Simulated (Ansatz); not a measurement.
C$_{2}$H$_{7}$InO, SMILES `C[O][InH][CH3]` from Hartree–Fock to CCSD(T)

```xyz
11

C    -1.655    0.547    0.775
O    -0.451    0.521    1.480
In    1.291   -0.049    0.689
C     1.114   -0.616   -1.368
H    -1.566    0.225   -0.274
H    -2.397   -0.108    1.252
H    -2.075    1.562    0.766
H     2.526    0.056    1.863
H     2.074   -0.930   -1.776
H     0.401   -1.437   -1.459
H     0.738    0.229   -1.948
```

The species carries charge 0 and has multiplicity 1. Correlated methods include outer-core shells of In, which these sets cover unevenly. In: def2 effective core potential. The geometry is a stationary point of PBE0-D4/def2-TZVP. It is one conformer, not always the lowest. Frozen core, restricted reference, Ansatz.

```tsv
basis	HF (Eh)	MP2 corr.	CCSD corr.	(T)	CCSD(T) total
def2-SVP	-343.73595	-0.57122	-0.61777	-0.01719	-344.37091
def2-TZVPP	-343.92793	-0.89319	-0.91930	-0.03266	-344.87989
def2-QZVPP	-343.93737	-1.12349	–	–	–
```
